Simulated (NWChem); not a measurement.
System: C4H7N; SMILES C=C1CNC1

Output (shortened):

```
             Northwest Computational Chemistry Package (NWChem) 7.3.0
             --------------------------------------------------------

 CS  symmetry detected

                             Geometry "geometry" -> ""
                             -------------------------

 Output coordinates in angstroms (scale by  1.889725989 to convert to a.u.)

  No.       Tag          Charge          X              Y              Z
 ---- ---------------- ---------- -------------- -------------- --------------
    1 C                    6.0000     0.06143427     1.93632888     0.00000000
    2 C                    6.0000    -0.02342161     0.61186261     0.00000000
    3 C                    6.0000    -0.05616692    -0.47185382     1.06604200
    4 N                    7.0000     0.19184285    -1.48509890     0.00000000
    5 C                    6.0000    -0.05616692    -0.47185382    -1.06604200
    6 H                    1.0000     0.09750512     2.50540159     0.92591100
    7 H                    1.0000     0.09750512     2.50540159    -0.92591100
    8 H                    1.0000     0.72401661    -0.43751246     1.83761700
    9 H                    1.0000    -1.03333251    -0.55631771     1.56825300
   10 H                    1.0000    -0.47335126    -2.25435365     0.00000000
   11 H                    1.0000    -1.03333251    -0.55631771    -1.56825300
   12 H                    1.0000     0.72401661    -0.43751246    -1.83761700

 Effective nuclear repulsion energy (a.u.)     168.8399457879

      Symmetry information
      --------------------

 Group name             Cs
 Group number              2
 Group order               2
 No. of unique centers     8

                                 NWChem DFT Module
                                 -----------------

 Summary of "ao basis" -> "ao basis" (spherical)
 ------------------------------------------------------------------------------
       Tag                 Description            Shells   Functions and Types
 ---------------- ------------------------------  ------  ---------------------
 C                          def2-svp                 6       14   3s2p1d
 N                          def2-svp                 6       14   3s2p1d
 H                          def2-svp                 3        5   2s1p

      Symmetry analysis of basis
      --------------------------

        a'         63
        a"         42

            General Information
            -------------------
          SCF calculation type: DFT
          Wavefunction type:  closed shell.
          No. of atoms     :    12
          No. of electrons :    38
           Alpha electrons :    19
            Beta electrons :    19
          Charge           :     0
          Spin multiplicity:     1
          Use of symmetry is: on ; symmetry adaption is: on
          Maximum number of iterations: 150
          AO basis - number of functions:   105
                     number of shells:    51
          Convergence on energy requested:  1.00D-06
          Convergence on density requested:  1.00D-05
          Convergence on gradient requested:  5.00D-04

              XC Information
              --------------
                         B3LYP Method XC Potential
                     Hartree-Fock (Exact) Exchange  0.200
                        Slater Exchange Functional  0.800 local
                    Becke 1988 Exchange Functional  0.720 non-local
              Lee-Yang-Parr Correlation Functional  0.810
                  VWN I RPA Correlation Functional  0.190 local

             Grid Information
             ----------------
          Grid used for XC integration:  medium
          Radial quadrature: Mura-Knowles
          Angular quadrature: Lebedev.
          Tag              B.-S. Rad. Rad. Pts. Rad. Cut. Ang. Pts.
          ---              ---------- --------- --------- ---------
          C                   0.70       49          11.0       434
          N                   0.65       49          11.0       434
          H                   0.35       45          12.0       434
          Grid pruning is: on
          Number of quadrature shells:   376
          Spatial weights used:  Erf1

      Superposition of Atomic Density Guess
      -------------------------------------

 Sum of atomic energies:        -208.23837677

      Non-variational initial energy
      ------------------------------

 Total energy =    -211.639230
 1-e energy   =    -613.210403
 2-e energy   =     232.731227
 HOMO         =      -0.268684
 LUMO         =       0.005794

      Symmetry analysis of molecular orbitals - initial
      -------------------------------------------------

  Numbering of irreducible representations:

     1 a'          2 a"

  Orbital symmetries:

     1 a'          2 a'          3 a'          4 a'          5 a"
     6 a'          7 a'          8 a"          9 a'         10 a'
    11 a'         12 a'         13 a"         14 a"         15 a"
    16 a'         17 a"         18 a'         19 a'         20 a'
    21 a'         22 a'         23 a"         24 a'         25 a"
    26 a'         27 a"         28 a"         29 a'

     ---------------------------------------------
      Total Density - Mulliken Population Analysis
     ---------------------------------------------

    Atom       Charge   Shell Charges
 -----------   ------   -------------------------------------------------------
    1 C    6     6.24   1.99  0.96  0.26  2.05  0.95  0.03
    2 C    6     6.25   1.99  0.99  0.30  1.88  1.05  0.05
    3 C    6     5.84   1.99  0.96  0.14  1.89  0.82  0.05
    4 N    7     7.59   1.99  1.05  0.54  2.42  1.56  0.02
    5 C    6     5.84   1.99  0.96  0.14  1.89  0.82  0.05
    6 H    1     0.90   0.67  0.21  0.03
    7 H    1     0.90   0.67  0.21  0.03
    8 H    1     0.92   0.69  0.21  0.02
    9 H    1     0.91   0.68  0.21  0.02
   10 H    1     0.79   0.62  0.12  0.04
   11 H    1     0.91   0.68  0.21  0.02
   12 H    1     0.92   0.69  0.21  0.02

[...]
```

Level: B3LYP/def2-SVP. All runs use the structure optimised with B3LYP/6-31G* (spherical d).

Task: Reconstruct the input file.

Result: One answer among several that fit: the input that was run:
```
start job
memory heap 200 mb stack 900 mb global 1100 mb
geometry units angstroms noautoz
  C      0.067314    -1.937385     0.000000
  C     -0.014882    -0.612751     0.000000
  C     -0.045451     0.471029     1.066042
  N      0.204593     1.483774     0.000000
  C     -0.045451     0.471029    -1.066042
  H      0.102242    -2.506529     0.925911
  H      0.102242    -2.506529    -0.925911
  H      0.734662     0.435121     1.837617
  H     -1.022445     0.557455     1.568253
  H     -0.459055     2.254363     0.000000
  H     -1.022445     0.557455    -1.568253
  H      0.734662     0.435121    -1.837617
end
basis spherical
  C library def2-svp
  N library def2-svp
  H library def2-svp
end
dft
  xc b3lyp
  iterations 150
  mulliken
end
task dft energy
```
